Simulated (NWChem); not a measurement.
System: NbNHCl₃; SMILES [Cl][Nb]([Cl])(=[NH])[Cl]

Computed with NWChem. Geometry: optimised at PBE0/def2-SVP. Not confirmed as a minimum by frequencies. def2 effective core potentials on Nb; no spin-orbit coupling. Level B3LYP/def2-SVP: energy and gradient; each run changes one setting, and changes count from the defaults (medium grid, exact Coulomb integrals, symmetry on).

| setting | size of the energy change (μHa) | largest change of a gradient component (μHa/bohr) | time, defaults = 1 (rough) |
|---|---|---|---|
| defaults | < 10 | < 30 | about 1 |
| Becke weights | < 10 | < 30 | about 1 |
| extra-fine grid | < 10 | 40 | about 1 |
| symmetry off | < 10 | other frame | 2 |
